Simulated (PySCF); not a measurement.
**Which basis set comes closest?**

Molecule: Ethylbenzene, C$_{8}$H$_{10}$.

Molfile (atoms numbered from 1):
```
C8H10
     RDKit          3D

 18 18  0  0  0  0  0  0  0  0999 V2000
   -2.5243   -0.4939   -0.6931 C   0  0  0  0  0  0  0  0  0  0  0  0
   -1.7619    0.1065    0.4853 C   0  0  0  0  0  0  0  0  0  0  0  0
   -0.2726    0.1217    0.2639 C   0  0  0  0  0  0  0  0  0  0  0  0
    0.5200   -0.9724    0.6304 C   0  0  0  0  0  0  0  0  0  0  0  0
    1.8911   -0.9811    0.3818 C   0  0  0  0  0  0  0  0  0  0  0  0
    2.4960    0.1093   -0.2415 C   0  0  0  0  0  0  0  0  0  0  0  0
    1.7198    1.2066   -0.6118 C   0  0  0  0  0  0  0  0  0  0  0  0
    0.3490    1.2091   -0.3608 C   0  0  0  0  0  0  0  0  0  0  0  0
   -3.6097   -0.4952   -0.5088 H   0  0  0  0  0  0  0  0  0  0  0  0
   -2.3363    0.0760   -1.6161 H   0  0  0  0  0  0  0  0  0  0  0  0
   -2.2092   -1.5324   -0.8789 H   0  0  0  0  0  0  0  0  0  0  0  0
   -1.9890   -0.4649    1.4001 H   0  0  0  0  0  0  0  0  0  0  0  0
   -2.1145    1.1349    0.6666 H   0  0  0  0  0  0  0  0  0  0  0  0
    0.0529   -1.8300    1.1236 H   0  0  0  0  0  0  0  0  0  0  0  0
    2.4921   -1.8437    0.6804 H   0  0  0  0  0  0  0  0  0  0  0  0
    3.5714    0.1058   -0.4347 H   0  0  0  0  0  0  0  0  0  0  0  0
    2.1854    2.0683   -1.0966 H   0  0  0  0  0  0  0  0  0  0  0  0
   -0.2536    2.0750   -0.6508 H   0  0  0  0  0  0  0  0  0  0  0  0
  1  2  1  0
  2  3  1  0
  3  4  2  0
  4  5  1  0
  5  6  2  0
  6  7  1  0
  7  8  2  0
  8  3  1  0
  1  9  1  0
  1 10  1  0
  1 11  1  0
  2 12  1  0
  2 13  1  0
  4 14  1  0
  5 15  1  0
  6 16  1  0
  7 17  1  0
  8 18  1  0
M  END
```

Geometry PBE0-D3(BJ)/def2-SVP throughout; GIAO in PySCF 2.14.0 with density-fitted response routines, gas phase, one conformer, non-relativistic; equivalent atoms averaged; functional PBE0.

Reference values (estimated from measurements, as parent shift plus tabulated substituent increments; solution, not stated per compound (mostly CDCl3 or CCl4); Pretsch, Buehlmann, Badertscher, Structure Determination of Organic Compounds, 4th ed. (2009)): δ(C4/C8) = 127.9 ppm, δ(C5/C7) = 128.4 ppm, δ(C6) = 125.7 ppm, δ(H14/H18) = 7.20 ppm, δ(H15/H17) = 7.29 ppm, δ(H16) = 7.16 ppm. Computed shifts are taken against TMS, calculated as an isolated molecule at each level.

How do the basis sets STO-3G, pcSseg-0, 6-31G, 6-31G*, cc-pVDZ, def2-SVP, pcSseg-1, aug-cc-pVDZ, 6-311+G(2d,p), def2-TZVP perform against the reference? Times are CPU seconds on shared hosts with different chips, so compare them loosely.

## Answers


```
    basis set  functions  C4/C8  C5/C7     C6  H14/H18  H15/H17   H16  mean abs. error C  mean abs. error H  core-s
       STO-3G         50  112.0  110.6  109.7     6.85     7.01  6.94               16.6               0.28      12
     pcSseg-0         92  139.1  138.7  136.3     7.13     7.19  7.10               10.7               0.08     9.7
        6-31G         92  125.0  124.8  122.2     7.27     7.34  7.23                3.3               0.06      24
       6-31G*        132  122.7  122.5  120.0     7.14     7.23  7.12                5.6               0.05      32
      cc-pVDZ        162  128.1  128.4  125.5     7.17     7.25  7.15                0.1               0.03      22
     def2-SVP        162  126.9  126.6  123.9     7.11     7.17  7.05                1.5               0.11      19
     pcSseg-1        186  134.0  134.1  131.3     7.30     7.42  7.31                5.8               0.13      26
  aug-cc-pVDZ        274  127.0  127.3  124.5     7.44     7.56  7.43                1.1               0.26      52
6-311+G(2d,p)        276  132.0  132.3  129.2     7.43     7.52  7.42                3.8               0.24      75
    def2-TZVP        308  133.6  133.7  130.7     7.41     7.52  7.40                5.3               0.23      65
```

For 13C the closest is cc-pVDZ (0.1 ppm) and the furthest STO-3G (16.6 ppm).

For 1H the closest is cc-pVDZ (0.03 ppm, with 6-31G* practically level) and the furthest STO-3G (0.28 ppm). Where a smaller basis beats a larger one, errors probably cancel. One molecule is a small sample, and vibrational and solvent effects are absent from the calculation.

A small basis that lands close on one nucleus may do so by chance; judge by the trend and by all nuclei.
